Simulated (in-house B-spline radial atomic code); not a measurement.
# Er II (Er+): [Xe] 4f11 6s1 8g1 (an excited or competing configuration)

Level of theory: Dirac-Hartree-Fock, average of configuration, Fermi nucleus of rms radius 5.2516 fm; calculated with a radial B-spline atomic code at the basis-set limit.

Screening seen three ways: the hydrogenic charge with the same mean radius, Z_r = [3n² - l(l+1)]/(2<r>), the one with the same energy, Z_e = n√(-2ε), and Slater's rules. Values are occupation-weighted means over j. An effective charge above Z reflects the relativistic contraction of the inner shells.

| shell | electrons | ε (eV) | <r> (bohr) | Z_r | Z_e | Slater |
| --- | --- | --- | --- | --- | --- | --- |
| 1s | 2 | -57854 | 0.02037 | 73.65 | 65.21 | 67.70 |
| 2s | 2 | -9864.1 | 0.08583 | 69.91 | 53.85 | 63.85 |
| 2p | 6 | -8761.2 | 0.07638 | 65.46 | 50.75 | 63.85 |
| 3s | 2 | -2283.9 | 0.2242 | 60.21 | 38.87 | 56.75 |
| 3p | 6 | -1938.1 | 0.2233 | 55.97 | 35.81 | 56.75 |
| 3d | 10 | -1484.9 | 0.2037 | 51.55 | 31.34 | 46.85 |
| 4s | 2 | -496.67 | 0.5081 | 47.23 | 24.17 | 40.25 |
| 4p | 6 | -379.47 | 0.5376 | 42.78 | 21.12 | 40.25 |
| 4d | 10 | -214.95 | 0.584 | 35.96 | 15.90 | 28.85 |
| 5s | 2 | -84.004 | 1.252 | 29.96 | 12.42 | 12.90 |
| 5p | 6 | -52.705 | 1.452 | 25.14 | 9.84 | 12.90 |
| 4f | 11 | -37.471 | 0.7475 | 24.08 | 6.64 | 18.50 |
| 6s | 1 | -18.488 | 3.302 | 16.35 | 6.99 | 4.20 |
| 8g | 1 | -0.85125 | 42.93 | 2.00 | 2.00 | - |

The least bound orbital is 8g7/2 at -0.8513 eV, and it is also the most diffuse (<r> = 42.93 bohr).

Spin-orbit splittings of the orbital energies (j = l + 1/2 above j = l - 1/2 when positive): 2p 919.1 eV, 3p 196.5 eV, 3d 42.46 eV, 4p 44.71 eV, 4d 8.31 eV, 5p 6.151 eV, 4f 1.251 eV, 8g -2.275e-06 eV.

For the 1s electron the small component carries 6.48 % of the norm, the zero-frequency Breit interaction raises the level by 184 eV, self-energy by 112 eV, and vacuum polarisation lowers it by 19.37 eV.
